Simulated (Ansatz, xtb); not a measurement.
C5H5FN2O: which of two isomers lies lower

Structure X is `COc1nccnc1F`, a singlet and structure Y is `COc1cncc(F)n1`, a singlet. Both are isolated molecules in the gas phase, relaxed with B3LYP-D3(BJ)/def2-SVP; the shapes shown needn't be the lowest conformers.

X (Å):

```xyz
14

C    -0.2921   -1.2797    0.8036
C     1.1594   -0.8840   -1.0087
C     3.0572    0.3511   -0.7361
C     3.3797    0.1848   -2.0746
C     1.5055   -1.0453   -2.3815
F     0.6978   -1.7523   -3.1648
N     1.9422   -0.1881   -0.2107
N     2.5789   -0.5275   -2.8927
O     0.0346   -1.4535   -0.5717
H     0.4954   -1.6950    1.4513
H    -1.2362   -1.8161    0.9576
H    -0.4121   -0.2131    1.0484
H     3.6999    0.9271   -0.0636
H     4.2845    0.6208   -2.5069
```

Y (Å):

```xyz
14

C    -0.7597   -0.6459    0.2680
C     1.2800   -1.0734   -0.8473
C     2.1467   -1.9538   -1.5369
C     3.6731   -0.2632   -1.7505
C     2.7950    0.5777   -1.0676
F     3.1356    1.8433   -0.8409
N     3.3237   -1.5348   -1.9748
N     1.6181    0.1910   -0.6198
O     0.1039   -1.5417   -0.4252
H    -1.6557   -1.2264    0.5195
H    -1.0266    0.2142   -0.3651
H    -0.2811   -0.2655    1.1834
H     1.8472   -2.9907   -1.7128
H     4.6418    0.0974   -2.1060
```

Energies in hartree; the thermal terms are from GFN2-xTB frequencies at re-optimised GFN2-xTB minima (ideal gas, soft modes damped towards free rotors, one conformer each, 298.15 K, 1 atm) and include the zero-point energy:

```
                              X           Y
E, CCSD(T)/def2-SVP  −476.479943  −476.482499
    E, MP2/def2-SVP  −476.391446  −476.393791
  E, MP2/def2-TZVPP  −477.275445  −477.277335
  zero-point energy     0.097208     0.097176
       H(298 K) − E     0.106052     0.105982
       G(298 K) − E     0.064444     0.064467
```

Task: Correct the CCSD(T) difference for the basis set by the MP2 change, then work out ΔE, ΔE₀, ΔH and ΔG for X → Y in kcal/mol (1 Eh = 627.51 kcal/mol) and the equilibrium ratio [Y]/[X].

Result: 1. Differences Y − X: CCSD(T) −0.002556, MP2 in the small set −0.002345, MP2 in the large set −0.001890 Eh.
2. ΔE = −0.002556 + (−0.001890 − (−0.002345)) = −0.002101 Eh = −1.32 kcal/mol.
3. ΔE₀ = ΔE + ΔZPE = −0.002101 + (−0.000032) Eh = −1.34 kcal/mol.
4. ΔH = ΔE + (−0.000070) Eh = −1.36 kcal/mol.
5. ΔG = ΔE + (+0.000023) Eh = −1.30 kcal/mol, so ΔS = (ΔH − ΔG)/T = −0.8 J/(mol K).
6. kT = 0.9442 mEh, so K = [Y]/[X] = exp(−ΔG/kT) = exp(+2.20) ≈ 9.

Structure Y is favoured at this temperature. An error of 1 kcal/mol in ΔG would change K by a factor of 5.4. Mirror images and further conformers aren't counted.

As drawn, both hold the same kinds of bond in the same numbers.

Other levels gave ΔE = −2.7 (GFN2-xTB); −2.8 (HF/STO-3G, GFN2-xTB geometries); −1.9 (r2SCAN-D4/def2-SVP, GFN2-xTB geometries); −1.9 (B3LYP-D3(BJ)/def2-SVP); −2.6 (HF/def2-SVP); −1.5 (MP2/def2-SVP); −1.6 (CCSD(T)/def2-SVP) kcal/mol. The correlated steps freeze 9 core orbitals. Programs: Ansatz 0.2.0, xtb 6.7.1.
